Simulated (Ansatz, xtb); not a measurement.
# F2H3Si3+: where a starting geometry ends

The starting geometry of this gas-phase singlet was built from a drawn formula by distance geometry and a force field; its bonds are those of `F[Si]1(F)[SiH+][SiH2]1`.

```yaml
atoms:
  - { symbol: F, position_ang: [-3.1828, 1.7030, 0.2308] }
  - { symbol: F, position_ang: [-2.4402, -0.8073, 0.8637] }
  - { symbol: Si, position_ang: [-1.9840, 0.6464, 0.6041] }
  - { symbol: Si, position_ang: [-0.1181, 0.9628, -0.6897] }
  - { symbol: Si, position_ang: [-0.1661, 1.4298, 1.5781] }
  - { symbol: H, position_ang: [-0.0755, 2.2131, -1.4573] }
  - { symbol: H, position_ang: [0.1143, 2.8986, 1.7366] }
  - { symbol: H, position_ang: [0.7987, 0.4692, 2.2662] }
```

Task: Where would you expect an optimisation with r2SCAN-D4/def2-SVP to take it?

Result: A bond breaks, giving a structure given below by its coordinates. Contacts that open: Si3–Si5 (2.21 → 3.00 Å).

The energy falls by 1.49 eV over 18 steps:

```
step  E − E(last) (eV)
   1             1.486
   3             0.507
   5             0.179
   7             0.037
   9             0.008
  10             0.006
  12             0.002
  14             0.000
  16             0.000
  18             0.000
```

Final geometry (Å):

```
atom    x (Å)    y (Å)    z (Å)
   F  -3.5798   1.0232  -0.3234
   F  -2.2946  -0.6016   1.2543
  Si  -2.1509   0.5519   0.1726
  Si  -0.1583   1.1784  -0.6384
  Si   0.3198   1.6006   1.5115
   H  -0.4428   2.4761  -1.3271
   H   1.1408   2.7548   1.9601
   H   0.1122   0.5322   2.5229
```

From the same start GFN2-xTB reaches the same bonding as this run.

The end wasn't checked by frequencies. Run with Ansatz 0.2.0, 2.8 min on 1 thread of AMD EPYC (Zen 3) (shared host).
